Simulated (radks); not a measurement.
Results of a calculation; reference values are marked as such.
Valence configurations of neutral rhenium (all share [Xe]). Level of theory: scalar-relativistic Kohn-Sham, PBE, spin-unpolarised, spherical densities, finite nucleus; Fermi nuclear charge, rms radius 5.3698 fm (a radial shooting solver on a logarithmic mesh with Libxc functionals). Order these by energy: 4f12 5d5 6s1 6p3; 4f14 5d6 6s1; 4f14 5d5 6s2; 4f13.5 5d5 6s2 6p0.5; 4f11 5d7 6s2 6p1; 4f13 5d5 6s2 6p1; 4f14 5d4.5 6s2 6p0.5; 4f13.5 5d5.5 6s2; 4f14 5d5 6s1 6p1; 4f14 5d5 6p2.

Answer. From the lowest, in eV above it: 4f14 5d5 6s2 0.000; 4f14 5d6 6s1 0.938; 4f14 5d4.5 6s2 6p0.5 2.272; 4f14 5d5 6s1 6p1 4.782; 4f14 5d5 6p2 9.866; 4f13.5 5d5.5 6s2 19.546; 4f13.5 5d5 6s2 6p0.5 22.099; 4f13 5d5 6s2 6p1 47.455; 4f12 5d5 6s1 6p3 115.07; 4f11 5d7 6s2 6p1 158.83. NIST lists [Xe] 4f14 5d5 6s2 as the ground configuration; this level of theory agrees among the configurations tried. The energies are those of spherical spin-averaged densities, not of single terms.
